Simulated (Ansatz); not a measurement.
`N=C(N)[TeH]` at its PBE0-D4/def2-TZVP geometry, where that method's forces vanish. The species carries charge 0 and has multiplicity 1. Te: def2 effective core potential.

| atom | x (Å) | y (Å) | z (Å) |
| --- | --- | --- | --- |
| N1 | -0.981 | -0.699 | 0.748 |
| C2 | -0.115 | 0.034 | 0.201 |
| N3 | 0.949 | 0.544 | 0.888 |
| Te4 | -0.142 | 0.780 | -1.830 |
| H5 | -1.779 | -0.898 | 0.158 |
| H6 | 1.045 | 0.193 | 1.831 |
| H7 | 1.807 | 0.688 | 0.384 |
| H8 | -0.786 | -0.642 | -2.381 |

Problem. For each bond, give half the difference of the two atoms' forces along it (eV/Å; positive pushes the atoms apart) under PBE-D4, r2SCAN-D4, B3LYP-D4, ωB97M-V in def2-TZVPP. (Best estimate.)

Solution. The calculation gave: 
```json
{"bond": "N1–C2", "length (Å)": "1.259", "PBE-D4": "0.55", "r2SCAN-D4": "0.21", "B3LYP-D4": "0.05", "ωB97M-V": "0.03"}
{"bond": "N1–H5", "length (Å)": "1.012", "PBE-D4": "0.13", "r2SCAN-D4": "-0.05", "B3LYP-D4": "-0.07", "ωB97M-V": "-0.01"}
{"bond": "C2–N3", "length (Å)": "1.365", "PBE-D4": "-0.01", "r2SCAN-D4": "0.05", "B3LYP-D4": "0.14", "ωB97M-V": "0.33"}
{"bond": "C2–Te4", "length (Å)": "2.164", "PBE-D4": "0.08", "r2SCAN-D4": "0.11", "B3LYP-D4": "0.18", "ωB97M-V": "-0.23"}
{"bond": "N3–H6", "length (Å)": "1.010", "PBE-D4": "0.19", "r2SCAN-D4": "-0.01", "B3LYP-D4": "-0.06", "ωB97M-V": "-0.11"}
{"bond": "N3–H7", "length (Å)": "1.005", "PBE-D4": "0.17", "r2SCAN-D4": "-0.02", "B3LYP-D4": "-0.05", "ωB97M-V": "-0.09"}
{"bond": "Te4–H8", "length (Å)": "1.656", "PBE-D4": "0.28", "r2SCAN-D4": "0.03", "B3LYP-D4": "0.08", "ωB97M-V": "-0.14"}
```

B3LYP here is the variant with VWN-RPA as its local correlation; programs differ in this.

Computed with Ansatz.
